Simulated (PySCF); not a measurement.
Compound: C3H5N3Si.
Atom-mapped SMILES: `[SiH3:1][c:2]1[cH:3][cH:4][n:5][n:6][n:7]1` (hydrogens: H8, H9, H10 on Si1; H11 on C3; H12 on C4)

Structure used (GFN2-xTB), in Å, numbered top down from 1:
```
atom  x, y, z in Å
Si1    2.1191    0.0848    0.0153
C2     0.2271    0.2367   -0.0048
C3    -0.6703   -0.8291   -0.0494
C4    -2.0140   -0.4899   -0.0295
N5    -2.3979    0.7797    0.0208
N6    -1.5148    1.7200    0.0530
N7    -0.2481    1.4835    0.0440
H8     2.5487    0.2178    1.4064
H9     2.6588    1.1301   -0.8432
H10    2.4330   -1.2567   -0.4855
H11   -0.3321   -1.8530   -0.0976
H12   -2.8083   -1.2247   -0.0555
```

Computed at PBE0/pcSseg-1 (PySCF, non-relativistic), with Q(14N) = 0.02044 b: N5, 14N (I = 1): χzz = -6.149 MHz, η = 0.241; N6, 14N (I = 1): χzz = -6.677 MHz, η = 0.124; N7, 14N (I = 1): χzz = -6.214 MHz, η = 0.222.

(1) Find the zero-field quadrupole resonance frequencies of 14N at N5.

(2) Where would the pure quadrupole (NQR) lines of 14N at N6 fall for the rigid, isolated species?

(3) Find the zero-field quadrupole resonance frequencies of 14N at N7.

## Answers

(1) From ν± = (3/4)|χ|(1 ± η/3) and ν0 = |χ|η/2: ν+ 4.982 MHz, ν− 4.241 MHz, ν0 0.741 MHz (pyridine-type nitrogen).

(2) From ν± = (3/4)|χ|(1 ± η/3) and ν0 = |χ|η/2: ν+ 5.214 MHz, ν− 4.802 MHz, ν0 0.413 MHz (pyridine-type nitrogen).

(3) From ν± = (3/4)|χ|(1 ± η/3) and ν0 = |χ|η/2: ν+ 5.005 MHz, ν− 4.316 MHz, ν0 0.689 MHz (pyridine-type nitrogen).

In a crystal, neighbours and librations shift these lines. GFN2-xTB frequencies show an imaginary mode (21i cm⁻¹), so this geometry is no minimum at that level. GFN2-xTB bond lengths can be off by several hundredths of an ångström, more for odd bonds, and the gradients follow them. A larger basis could move these couplings by a tenth or more.

The run behind these numbers computed NMR shieldings as well. Cost: about 40 s of CPU time on one thread; the machine was shared, so the figure is rough.
